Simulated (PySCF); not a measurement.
Predicted microwave data (PBE0/def2-SVPD in PySCF (dipole) on a GFN2-xTB geometry, gas phase) for one isomer of C4H3F3O2:

* Rotational constants: A = 3667, B = 1096, C = 1039 MHz
* Dipole components: |μa| = 1.16 D, |μb| = 2.51 D, |μc| = 1.99 D
* Inertial defect: -112.49 u·Å²
* κ: -0.96

**Question.** Which structure is it? (One computed conformer of each.)
A. `[CH2:1]=[C:2]([CH:3]=[O:4])[O:5][C:6]([F:7])([F:8])[F:9]` with C1–C2–C3–O4 0°, C1–C2–O5–C6 0°
B. `FC(F)([C@@H]1OC(C1)=O)F`
C. `[O:1]=[C:2]1[CH2:3][O:4][C@@:5]1([F:6])[CH:7]([F:8])[F:9]` with O4–C5–C7–F8 52°

**Answer.** B. It is O=C1C[C@H](C(F)(F)F)O1, a near-prolate asymmetric top, point group C1. The candidates at the same level (rigid rotor, commonest isotopes):

```json
{"SMILES": "O=C1C[C@H](C(F)(F)F)O1", "A (MHz)": "3667", "B (MHz)": "1096", "C (MHz)": "1039", "μa (D)": "1.16", "μb (D)": "2.51", "μc (D)": "1.99", "Δ (u·Å²)": "-112.49", "point group": "C1", "rotor": "near-prolate asymmetric top"}
{"SMILES": "O=C1CO[C@@]1(F)C(F)F", "A (MHz)": "2170", "B (MHz)": "1450", "C (MHz)": "1434", "μa (D)": "1.22", "μb (D)": "2.17", "μc (D)": "0.06", "Δ (u·Å²)": "-229.02", "point group": "C1", "rotor": "near-prolate asymmetric top"}
{"SMILES": "C=C(C=O)OC(F)(F)F", "A (MHz)": "3791", "B (MHz)": "958.5", "C (MHz)": "881.0", "μa (D)": "0.52", "μb (D)": "0.48", "μc (D)": "0.00", "Δ (u·Å²)": "-86.91", "point group": "Cs", "rotor": "near-prolate asymmetric top"}
```

`O=C1CO[C@@]1(F)C(F)F` has A 41 % too low; `C=C(C=O)OC(F)(F)F` has C 15 % too low. No structure here is proved a minimum.
